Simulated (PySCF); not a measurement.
C3HBrClF, SMILES FC=C=C(Cl)Br. The structure is a stationary point at ωB97X-D3(BJ)/def2-SVP. The structure was generated by enumeration, and PubChem lists no compound with its InChIKey, so it may never have been made.

Computed equilibrium geometry at ωB97X-D3(BJ)/def2-SVP (PySCF confirms it by a frequency run) as Cartesian coordinates in Å:
```xyz
7

F     -3.2888     0.9456    -0.5259
C     -2.5644    -0.1068    -0.1452
C     -1.2596    -0.1570    -0.2526
C      0.0403    -0.2523    -0.3256
Cl     0.8628    -0.8921    -1.7010
Br     1.1659     0.3050     1.0779
H     -3.1728    -0.9214     0.2644
```
Charge 0, spin multiplicity 1.
